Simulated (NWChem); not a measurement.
MgF$_{2}$ cation, doublet; SMILES of the neutral closed-shell parent [F][Mg][F]

```xyz
3

Mg     0.0000     0.0000     0.0068
F      1.8296     0.0000    -0.0045
F     -1.8296     0.0000    -0.0045
```
Atoms are numbered in this order, from 1.

Program: NWChem. Spin-unrestricted. Medium grid unless said otherwise, to which SCAN and Minnesota functionals are sensitive. All runs use the structure optimised with PBE0-D3(BJ)/def2-TZVP, spin-unrestricted. This spin state was assumed; another may lie lower. No stability test was run on the SCF state. B3LYP is NWChem's, with the RPA form of VWN correlation.

### Question
Among these, which level gives the highest value of “lowest empty minus highest occupied level, either spin (eV)”?
(A) B3LYP/def2-TZVP
(B) LC-BLYP (range parameter 0.33 per bohr)/def2-TZVP
(C) r2SCAN0/def2-TZVP

### Answer
B, LC-BLYP (range parameter 0.33 per bohr)/def2-TZVP. Values: B3LYP/def2-TZVP 0.83; r2SCAN0/def2-TZVP 1.03; LC-BLYP (range parameter 0.33 per bohr)/def2-TZVP 4.02
